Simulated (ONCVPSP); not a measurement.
# Hf: ONCV pseudisation with PBEsol, fully relativistic reference atom.

Hf, optimised norm-conserving Vanderbilt (ONCV), made with ONCVPSP 4.0.1 (PBEsol, fully relativistic). Core [Kr] 4d10 4f14, reference 5s2 5p6 5d1 (charge +3). Waves: 5s: rc 1.65 bohr, ncon 3, nbas 7, qcut 8.1 1/bohr, 2 projectors, debl 1.1 Ha; 5p: rc 1.80 bohr, ncon 4, nbas 7, qcut 6.1 1/bohr, 2 projectors, debl 3.9 Ha; 5d: rc 2.65 bohr, ncon 4, nbas 9, qcut 5.9 1/bohr, 3 projectors, debl 0.8 Ha. Local part: polynomial inside 1.20 bohr (lpopt 4, dvloc0 6 Ha). Core correction: Teter function, fcfact 3.75, rcfact 1.65.

Open shells are filled in proportion to 2j + 1.

In the s channel the program set the typed energies aside and used -3.459, 0.250 Ha. In the d channel the program set the typed energies aside and used -0.985, 0.250, 1.050 Ha (j = l + 1/2; the other j can differ).

Estimate the cutoffs (Ha) at which the residual kinetic energy of the hardest occupied pseudo-wave falls to 1 and 0.1 mHa per electron.

22 Ha and 26 Ha.

Does the potential have ghost states?

No bound ghost flagged; no localised positive-energy state flagged.

Which valence shell sets the plane-wave cutoff?

5s: 22 Ha for 1 mHa per electron, against 11 Ha for 5d.

Tests: 5s2 5p6 5d2 6s2; 5s2 5p6 5d2 6s1; 5s2 5p6 5d2; 5s1 5p6 5d2 6s2. Which has the largest error in its energy relative to the reference configuration, and how large is it?

5s1 5p6 5d2 6s2, with -219 meV (all-electron minus pseudo) on +29.09 eV.
